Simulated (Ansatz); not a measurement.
H2Pb (SMILES [PbH2]) moved off its minimum; all values from Ansatz (an electronic-structure program), cores frozen in correlated methods. Elements past Kr take the def2 small-core potentials, without spin–orbit coupling.
(charge 0, multiplicity 1)
```xyz
3

Pb    -0.07880    -0.08281    -0.11258
H     -0.29028    -1.28399    -1.11200
H     -0.15359     1.30075    -1.26783
```

Forces at PBE/def2-TZVPP (eV/Å):

```
atom      Fx      Fy      Fz
----  ------  ------  ------
Pb1    0.698   3.029   3.716
H2    -0.634  -3.260  -3.146
H3    -0.064   0.232  -0.570
```

Q: Give the forces (eV/Å), the total energy and the dipole at CCSD(T)/def2-TZVPPD.

A: 
```csv
atom,Fx,Fy,Fz
Pb1,0.711,3.122,3.764
H2,-0.648,-3.354,-3.208
H3,-0.063,0.232,-0.556
```
Energy -193.0448 hartree, dipole 0.69 D.
